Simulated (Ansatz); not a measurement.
Reaction (cleavage of the Al–Al bond): `C[BH][AlH][AlH2]` + `N[Si]1(Cl)CO1` → `[AlH2][NH][Si]1(Cl)CO1` + `C[BH][AlH2]`

Program: Ansatz. Geometries: PBE0-D4/def2-TZVP. ΔE: electronic, gas phase. CCSD(T)/CBS adds triple-zeta CCSD(T) − MP2 to the extrapolated MP2 energy (def2 sets, frozen cores). Functionals use def2-TZVPP. One conformer a species, not always the lowest.

```json
{"level": "B2PLYP", "ΔE (kJ/mol)": "-102.2"}
{"level": "PBE", "ΔE (kJ/mol)": "-75.1"}
{"level": "HF/def2-TZVPP", "ΔE (kJ/mol)": "-102.5"}
{"level": "HF/CBS(def2)", "ΔE (kJ/mol)": "-104.0"}
```

What does CCSD(T)/CBS give? (Best estimate.)

Computed: -99.7 kJ/mol. The listed levels differ from it by -2.5, 24.6, -2.8, -4.3 kJ/mol.

Largest T1 diagnostic among the species: 0.013.

From PBE to PBE0 (25 % exact exchange), in def2-TZVPP and without D4, ΔE moves by −4.7 kJ/mol. The D4 term adds −6.1 kJ/mol with B3LYP and −3.2 kJ/mol with PBE0; it sums over pairs of atoms, weighted by their polarisabilities, and B3LYP, whose exchange is more repulsive, gets the larger term.

B3LYP here is the variant with VWN-RPA as its local correlation; programs differ in this.
